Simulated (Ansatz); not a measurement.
Cartesian coordinates in Å:
```
C 0.044 0.849 2.108
B -0.168 0.028 0.810
N -0.823 -1.014 0.241
C 0.038 -0.329 -0.701
N -0.692 0.260 -1.813
N 1.201 -1.026 -1.149
H -0.596 0.521 2.929
H -0.137 1.913 1.931
H 1.086 0.767 2.435
H -1.396 -1.840 0.201
H -0.117 0.953 -2.278
H -1.525 0.731 -1.482
H 1.065 -1.379 -2.091
H 2.020 -0.435 -1.140
```

Total charge 0; spin multiplicity 1.

List the PBE/def2-TZVPP orbital energies in eV (Ansatz 0.2.0). (An estimate is asked.)

Computed: Occupied: -380.30, -379.86, -379.73, -270.50, -268.33, -176.57, -23.71, -21.29, -20.63, -17.12, -15.36, -13.30, -12.07, -11.49, -11.09, -9.91, -9.70, -9.67, -8.17, -7.58, -6.65, -5.62, -4.74. Lowest empty: -0.17, -0.01, 0.94, 1.01, 1.41, 2.07, 2.34, 2.40.
